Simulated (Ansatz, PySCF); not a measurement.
CH3Cl3Sn, charge +1, doublet, at a GFN2-xTB geometry (such geometries of metal compounds can be far from the true shape) (a state made from the parent by changing its charge; the spin is typed, not shown lowest) (all electrons, no relativity). Base run: REVPBE/STO-3G in PySCF.

Input for PySCF:
```python
from pyscf import gto, scf, dft

mol = gto.M(
    atom='''
C    -2.428949   -0.349516    0.105120
Sn   -0.112564   -0.016198    0.004872
Cl    0.696933   -1.410273   -1.669274
Cl    0.224163    2.228412   -0.494969
Cl    0.740126   -0.579096    2.092349
H    -2.522982   -1.394042    0.382094
H    -2.753346    0.352361    0.865862
H    -2.762509   -0.115074   -0.900050
''',
    basis='sto-3g',
    charge=1,
    spin=1,
    verbose=4,
)

mf = dft.UKS(mol)
mf.xc = 'revpbe'
mf.kernel()
```

The same geometry, method and basis name were run in Ansatz (an electronic-structure program) and PySCF, at each program's defaults and at the settings that a row names. The base is PySCF at its defaults. Differences at the defaults can come from grids, fitting, cores and function types together.

| code and settings | ΔE vs base (mEh) | basis functions | E (Eh) | SCF cycles |
|---|---|---|---|---|
| PySCF, defaults (exact integrals, its default grid, spherical functions) | 0.000 | 62 | -7369.61222 | 12 |
| Ansatz, defaults (factorised integrals, its default grid, spherical functions) | -0.007 | 62 | -7369.61222 | - |
| PySCF, fine grid | -0.008 | 62 | -7369.61223 | 12 |
| Ansatz, high accuracy | -0.005 | 62 | -7369.61222 | - |

Open shells are given as the SCF converged; they aren't shown to be the lowest states, and a large step between rows can be another state.
